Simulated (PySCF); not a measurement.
# Bonding in `C=Cc1ncc(O)o1`

Compound: C5H5NO2.
Atom-mapped SMILES: `[CH2:1]=[CH:2][c:3]1[n:4][cH:5][c:6]([OH:7])[o:8]1` (hydrogens: H9, H10 on C1; H11 on C2; H12 on C5; H13 on O7)

Structure used (GFN2-xTB), in Å, numbered top down from 1:
```
atom  x, y, z in Å
C1     1.6394    0.4591    1.8604
C2     1.4087   -0.4955    0.9640
C3     0.3467   -0.4572   -0.0019
N4     0.0853   -1.3649   -0.8939
C5    -0.9963   -0.9211   -1.5894
C6    -1.3635    0.2877   -1.0716
O7    -2.3490    1.1297   -1.3944
O8    -0.5232    0.5988   -0.0633
H9     2.4485    0.3860    2.5646
H10    1.0240    1.3411    1.9137
H11    2.0165   -1.3850    0.8991
H12   -1.4290   -1.4792   -2.3907
H13   -2.3126    1.9010   -0.8144
```

Bond orders from the PBE0/pcSseg-1 density (PySCF). One conformer (not necessarily the lowest) at the GFN2-xTB geometry, without solvent, vibrations or thermal averaging.

(1) Where do the orders between heavy atoms depart from those drawn in the SMILES?

(2) Set the Mayer orders of the bonds beside their lengths.

Results:

(1) The largest departure is 0.503, at O8–C3 (drawn aromatic, 0.997), counting aromatic bonds as 1.5. The bonds drawn aromatic range from 1.00 to 1.60.

(2) 
```json
{"bond": "C1–C2", "drawn as": "double", "length (Å)": "1.330", "Mayer order": "1.884"}
{"bond": "C2–C3", "drawn as": "single", "length (Å)": "1.436", "Mayer order": "1.117"}
{"bond": "C3–N4", "drawn as": "aromatic", "length (Å)": "1.299", "Mayer order": "1.605"}
{"bond": "N4–C5", "drawn as": "aromatic", "length (Å)": "1.360", "Mayer order": "1.282"}
{"bond": "C5–C6", "drawn as": "aromatic", "length (Å)": "1.365", "Mayer order": "1.550"}
{"bond": "C6–O7", "drawn as": "single", "length (Å)": "1.336", "Mayer order": "1.100"}
{"bond": "C6–O8", "drawn as": "aromatic", "length (Å)": "1.349", "Mayer order": "1.077"}
{"bond": "O8–C3", "drawn as": "aromatic", "length (Å)": "1.370", "Mayer order": "0.997"}
{"bond": "C1–H9", "drawn as": "single", "length (Å)": "1.075", "Mayer order": "0.947"}
{"bond": "C1–H10", "drawn as": "single", "length (Å)": "1.077", "Mayer order": "0.952"}
{"bond": "C2–H11", "drawn as": "single", "length (Å)": "1.079", "Mayer order": "0.946"}
{"bond": "C5–H12", "drawn as": "single", "length (Å)": "1.068", "Mayer order": "0.986"}
{"bond": "O7–H13", "drawn as": "single", "length (Å)": "0.966", "Mayer order": "0.932"}
```

By pair of heavy elements: C–C: lowest C2–C3 (1.117, 1.436 Å), highest C1–C2 (1.884, 1.330 Å). C–N: lowest N4–C5 (1.282, 1.360 Å), highest C3–N4 (1.605, 1.299 Å). C–O: lowest O8–C3 (0.997, 1.370 Å), highest C6–O7 (1.100, 1.336 Å).

Q: Sum the orders of all bonds at each heavy atom with more than one neighbour and set the sums beside the valence in the SMILES.

A: C1 3.783 (drawn 4), C2 3.947 (drawn 4), C3 3.719 (drawn 4), N4 2.887 (drawn 3), C5 3.818 (drawn 4), C6 3.727 (drawn 4), O7 2.032 (drawn 2), O8 2.074 (drawn 2). Orders between atoms that aren't bonded are not in these sums.

Mayer orders depend on the basis set.

These values come from a run that also computed NMR shieldings. The run took 32 s wall on an Arm Neoverse N1 with one thread, no GPU, shared host with 64 logical CPUs at a one-minute load of 58, and the process peaked at 0.73 GiB of memory.
